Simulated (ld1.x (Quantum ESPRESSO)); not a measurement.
**What the settings do to the TM potential of In (Z = 49)**

Base potential:

```
Element                 : indium
Generator               : ld1.x (Quantum ESPRESSO) 7.5
Type                    : norm-conserving Troullier–Martins (Kleinman–Bylander form)
Functional              : revPBE
Relativity              : fully relativistic
Frozen core             : [Kr] 4d10
Valence charge          : 3
Reference configuration : 5s2 5p1
Partial waves           : 5p (bound): rc 2.45 bohr; 5s (bound): rc 2.10 bohr
Local potential         : the s channel
Core correction         : Bessel-smoothed model core inside 2.10 bohr
```

Open shells are filled in proportion to 2j + 1 (rel_dist='average').

All-electron outer shells of the reference configuration (revPBE, scalar-relativistic, ld1.x):

```json
{"shell": "4p", "level (eV)": "-78.12", "outermost node (bohr)": "0.42", "outermost maximum (bohr)": "0.82"}
{"shell": "4d", "level (eV)": "-18.61", "outermost node (bohr)": "0.40", "outermost maximum (bohr)": "0.94"}
{"shell": "5s", "level (eV)": "-8.14", "outermost node (bohr)": "1.02", "outermost maximum (bohr)": "2.16"}
{"shell": "5p", "level (eV)": "-2.45", "outermost node (bohr)": "1.14", "outermost maximum (bohr)": "2.85"}
```

Cutoffs, loose and tight: the cutoffs (Ry, on a coarse ladder) from which the occupation-weighted sum of valence levels, in a spherical-Bessel basis at the reference potential, stays within 10 and 1 mRy of its value at 400 Ry. They do not see the model core or the augmentation charge, which bear on the density cutoff. Test errors are all-electron minus pseudo excitation energies from the reference, over the configurations 5s2 5p0; 5s1 5p0; 5s2 5p0.5; 5s1 5p1; 5s0 5p3; 5s1 5p2; 5s2 5p1.3. A dash means not determined; rows that change the core or the reference have their own tests.

| change | outcome | cutoff, loose | cutoff, tight | bound ghosts | largest test error (meV) |
| --- | --- | --- | --- | --- | --- |
| base | generated | 18 Ry | 30 Ry | none | -216 |
| wave 5s (bound): rc 2.10 bohr becomes 5s (bound): rc 2.32 bohr | generated | 15 Ry | 25 Ry | none | -216 |
| functional PBE | generated | 18 Ry | 30 Ry | none | -203 |
| local potential the p channel | generated, misses its reference levels by 0.20 eV | 15 Ry | 30 Ry | none | -200 |
| non-relativistic | generated | 15 Ry | 25 Ry | none | -166 |
| wave 5p (bound): rc 2.45 bohr becomes 5p (bound): rc 2.90 bohr | generated | 18 Ry | 30 Ry | none | -219 |
| all radii but the core radius scaled by about 1.19 (s 2.50, p 2.92 bohr) | generated | 10 Ry | 25 Ry | none | -220 |
| core correction Bessel-smoothed model core inside 0.88 bohr | generated | 18 Ry | 30 Ry | none | -218 |
| wave 5p (bound): rc 2.45 bohr becomes 5p (bound): rc 2.78 bohr | generated | 18 Ry | 30 Ry | none | -218 |
| wave 5s (bound): rc 2.10 bohr becomes 5s (bound): rc 1.84 bohr | generated | 18 Ry | 45 Ry | none | -215 |

Task: What comes out with this change to the base: type ultrasoft; waves now 5s (bound): rcut 1.85, rcutus 2.10 bohr; 5s channel at -0.05 Ry: rcut 1.85, rcutus 2.10 bohr; 5p (bound): rcut 2.15, rcutus 2.45 bohr; 5p channel at 1.45 Ry: rcut 2.15, rcutus 2.45 bohr; local potential all-electron potential smoothed inside 2.40 bohr (lloc = -1); augmentation built from norm-conserving waves at rcut, not smoothed further?

Result: outcome: generated; cutoff, loose: 8 Ry; cutoff, tight: 10 Ry; bound ghosts: none; largest test error (meV): -224.
